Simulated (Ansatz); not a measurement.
Geometry optimisation, RKS PBE/def2-SVP in Ansatz 0.2.0.

Input:

```yaml
crystal:
  periodic: [false, false, false]
  atoms:
    - { symbol: Hf, position_ang: [0.0, 0.0, 0.0] }
    - { symbol: Cl, position_ang: [0.0, 0.0, 2.52] }
    - { symbol: O, position_ang: [1.952, 0.0, -0.6893] }
    - { symbol: Si, position_ang: [2.8584, -1.3762, -1.0165] }
    - { symbol: H, position_ang: [2.0275, -2.3521, -1.7156] }
    - { symbol: H, position_ang: [3.9996, -1.0202, -1.8547] }
    - { symbol: H, position_ang: [3.3369, -1.9538, 0.2361] }
    - { symbol: Cl, position_ang: [-1.1869, 2.0563, -0.8392] }
    - { symbol: Cl, position_ang: [-1.1869, -2.0563, -0.8392] }
basis:
  gaussian: { orbitals: def2-SVP }
hamiltonian:
  xc: pbe
relax:
  f_tol: 0.02
  max_steps: 40
output:
  orbitals: {}
```

Launched with:

```bash
$ ansatz run input.yaml --threads 2 --pin off --max-ram 3072MiB --backend cpu --events-out ev --progress --plain --runs-dir out
```

**Question.** Where does it end, and by what steps?

**Answer.** The run converged. The force dipped under the threshold on the way, but the program's further checks kept it going. After 11 steps the energy has fallen by 1.059 eV; O3 moved furthest, 0.96 Å.

```
step  energy less start (eV)  largest force component (eV/Å)  accepted
   0                  0.0000                           3.155       yes
   1                 -0.8502                           0.551       yes
   2                 -0.9227                           0.312       yes
   3                 -0.9676                           0.317       yes
   4                 -1.0119                           0.165       yes
   5                 -1.0391                           0.213       yes
   6                 -1.0527                           0.036       yes
   7                 -1.0528                           0.236       yes
   8                 -1.0560                           0.152       yes
   9                 -1.0587                           0.015       yes
  10                 -1.0588                           0.023       yes
  11                 -1.0588                           0.010       yes
```

```xyz
9
Properties=species:S:1:pos:R:3
Hf -0.204 -0.106 0.078
Cl -0.102 0.174 2.415
O 1.476 -0.814 -0.519
Si 2.957 -1.438 -1.056
H 2.684 -2.575 -1.997
H 3.710 -0.347 -1.760
H 3.732 -1.925 0.134
Cl -0.553 1.964 -0.991
Cl -1.900 -1.635 -0.503
```

Whether the end is a true minimum wasn't checked by a vibrational analysis.

Time of the run: 27 s on 2 threads of Intel(R) Xeon(R) 6975P-C (Granite Rapids), on a shared host, peak memory 0.21 GiB.
